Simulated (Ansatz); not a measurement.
C7H7BF6O2⁺, that is BMe2(hfac) with one electron fewer. Charge 1, multiplicity 2. Geometry r2SCAN-D4/def2-SVP, that of the neutral singlet; atoms count from 1.

Cartesian coordinates in Å:
```
B -1.325 0.092 0.195
C -2.200 -1.231 0.256
H -1.601 -2.148 0.119
H -2.975 -1.222 -0.528
H -2.719 -1.315 1.226
C -2.001 1.518 0.373
H -1.274 2.346 0.314
H -2.512 1.592 1.347
H -2.760 1.688 -0.408
O -0.544 0.094 -1.183
C 0.716 0.003 -1.294
C 1.207 0.015 -2.741
F 0.780 1.114 -3.362
F 0.734 -1.052 -3.389
F 2.544 -0.014 -2.800
C 1.609 -0.108 -0.229
C 1.046 -0.119 1.052
C 1.972 -0.233 2.268
F 1.293 -0.259 3.404
F 2.814 0.810 2.287
F 2.704 -1.351 2.172
O -0.189 -0.038 1.305
H 2.683 -0.182 -0.384
```

Single mean-field runs in def2-TZVP are fitted with def2-universal-jkfit.

**Question.** Estimate the Mulliken populations from the PBE0/def2-TZVP orbitals of Ansatz.

**Answer.** 
```tsv
atom	charge (e)	spin (α − β)
B1	-0.01	0.04
C2	-0.37	0.18
H3	0.16	0.01
H4	0.19	0.00
H5	0.19	0.00
C6	-0.37	0.18
H7	0.16	0.01
H8	0.19	0.00
H9	0.19	0.00
O10	-0.07	0.22
C11	0.27	-0.09
C12	0.45	0.00
F13	-0.10	0.00
F14	-0.11	0.00
F15	-0.12	0.00
C16	-0.26	0.39
C17	0.31	-0.09
C18	0.45	0.00
F19	-0.10	0.00
F20	-0.11	0.00
F21	-0.11	0.00
O22	-0.07	0.19
H23	0.24	-0.01
```
Mulliken values depend strongly on the basis.

**Question.** Where does the spin sit?

**Answer.** Summed by element: B 0.04, C 0.57, H -0.01, O 0.41, F 0.00, of 1 unpaired in all. Largest on single atoms: C16 0.39, O10 0.22, O22 0.19.

**Question.** And the Mayer bond orders between heavy atoms (over 0.3)?

**Answer.** B1–C2 0.99 (1.59 Å); B1–C6 0.99 (1.59 Å); B1–O10 0.80 (1.58 Å); B1–O22 0.78 (1.59 Å); O10–C11 1.47 (1.27 Å); C11–C12 0.99 (1.53 Å); C11–C16 1.30 (1.39 Å); C12–F13 1.18 (1.33 Å); C12–F14 1.18 (1.33 Å); C12–F15 1.16 (1.34 Å); C16–C17 1.27 (1.40 Å); C17–C18 0.96 (1.53 Å); C17–O22 1.49 (1.26 Å); C18–F19 1.22 (1.32 Å); C18–F20 1.16 (1.34 Å); C18–F21 1.16 (1.34 Å).
